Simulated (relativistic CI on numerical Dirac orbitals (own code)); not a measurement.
Radial parameters of Bi66+

Calculated at this level of theory: Dirac-Coulomb-Breit CI, separate exchange-only KLI orbitals for each configuration, model QED, unscaled Slater integrals (own radial code, finite nucleus).

Slater integrals F^k, G^k are unscaled and averaged over j, outside the closed core [Ne]; ζ comes from projecting the Hamiltonian with its Breit term on Σ l·s of the shell.

- 3s2 3p5: ζ(3p) = 3.2813e+06 cm⁻¹; <r>(3p) = 0.1588, <r^2>(3p) = 0.02929 (bohr units).
- 3s2 3p4 3d: F^2(3p,3p) = 610250, ζ(3p) = 3.2797e+06, F^2(3p,3d) = 618220, G^1(3p,3d) = 642740, G^3(3p,3d) = 433310, ζ(3d) = 434250 cm⁻¹; <r>(3p) = 0.1588, <r^2>(3p) = 0.02932, <r>(3d) = 0.1418, <r^2>(3d) = 0.02322 (bohr units).
- 3s 3p5 3d: G^1(3s,3p) = 782570, ζ(3p) = 3.2797e+06, G^2(3s,3d) = 503480, F^2(3p,3d) = 618010, G^1(3p,3d) = 642620, G^3(3p,3d) = 433210, ζ(3d) = 435840 cm⁻¹; <r>(3s) = 0.1602, <r^2>(3s) = 0.02942, <r>(3p) = 0.1589, <r^2>(3p) = 0.02934, <r>(3d) = 0.1419, <r^2>(3d) = 0.02323 (bohr units).

Averages of the first 10 configurations, taken without configuration mixing, which lowers the lowest level and can move excited configurations by several eV; other configurations of the list can lie among them:

| Configuration | Parity | States | Average energy above the lowest level (eV) |
| --- | --- | --- | --- |
| 3s2 3p5 | odd | 6 | 212.4 |
| 3s2 3p4 3d | even | 150 | 785.6 |
| 3s 3p6 | even | 2 | 878.1 |
| 3s 3p5 3d | odd | 120 | 1439.6 |
| 3s 3p4 3d2 | even | 1350 | 2011.4 |
| 3p6 3d | even | 10 | 2120.6 |
| 3s2 3p3 3d 4p | even | 1200 | 4445.0 |
| 3s2 3p4 4s | even | 30 | 3615.8 |
| 3s 3p4 3d 4s | even | 600 | 4832.2 |
| 3p6 4s | even | 2 | 4957.5 |
